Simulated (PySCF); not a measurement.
An unknown is described by computed data only.

Formula: C6H15Ga.

- 13C NMR: chemical shifts (computed TMS as zero) by class: 10.8 (3 C), 9.7 (3 C) ppm [GIAO PBE0/pcSseg-1]
- Valence photoelectron: vertical ionisation energy: 8.77 eV [ΔSCF wB97X-D/def2-SVPD]
- UV, strongest line: among the 10 lowest singlet transitions: S3 at 6.30 eV (197 nm, f = 0.057) [TDDFT wB97X-D/def2-SVPD]
- Polarisability: 102.0 au [wB97X-D/def2-SVPD]
- 1H NMR: chemical shifts (computed TMS as zero) by class: 1.17 (9 H), 0.67 (6 H) ppm [GIAO PBE0/pcSseg-1]
- Rotational structure: rotational constants A, B, C: 1.941, 1.381, 0.882 GHz [PBE0-D3(BJ)/def2-SVP]

Gas-phase values; electronic properties from PySCF, density fitting. Levels stand in brackets. The structure is a single PBE0-D3(BJ)/def2-SVP conformer in the gas phase; no vibrational or solvent corrections. Relativistic effects, spin–orbit coupling among them, are left out although an element past zinc is present. Each NMR value is the plain mean over a class of atoms that symmetry, rotation or inversion makes alike.

Q: Propose a structure and show how it fits.

A: Numbering: `[CH3:1][CH2:2][Ga:3]([CH2:4][CH3:5])[CH2:6][CH3:7]`. 6 carbons fall into 2 classes; from least to most shielded: methyl carbon [C1/C5/C7] (10.8 ppm, 3 C, up to 2.9 ppm apart in this geometry), chain CH2 carbon [C2/C4/C6] (9.7 ppm, 3 C, up to 4.8 ppm apart in this geometry). Hydrogen classes from least to most shielded: 9 H on 3 methyl carbons, C1/C5/C7 (1.17 ppm, a mean of values up to 0.6 ppm apart in this geometry), 6 H on 3 chain CH2 carbons, C2/C4/C6 (0.67 ppm). The first electron is taken from the HOMO, whose largest Löwdin shares are 0.31 on a chain CH2 carbon, 0.18 on the gallium bonded to 3 C, 0.14 on a chain CH2 carbon and 0.07 on a methyl carbon. The optimised geometry has point group C1 and is an asymmetric top. Structure: `C[CH2][Ga]([CH2]C)[CH2]C` (triethylgallium). The assignments are read from this structure; whether some other isomer fits the data as well wasn't checked. NMR values of atoms bound to Ga lack the spin–orbit term that these neighbours bring.

Conformer computed: `[CH3:1][CH2:2][Ga:3]([CH2:4][CH3:5])[CH2:6][CH3:7]`: C1–C2–Ga3–C4 -176°, C2–Ga3–C4–C5 -3°, C2–Ga3–C6–C7 -92°.
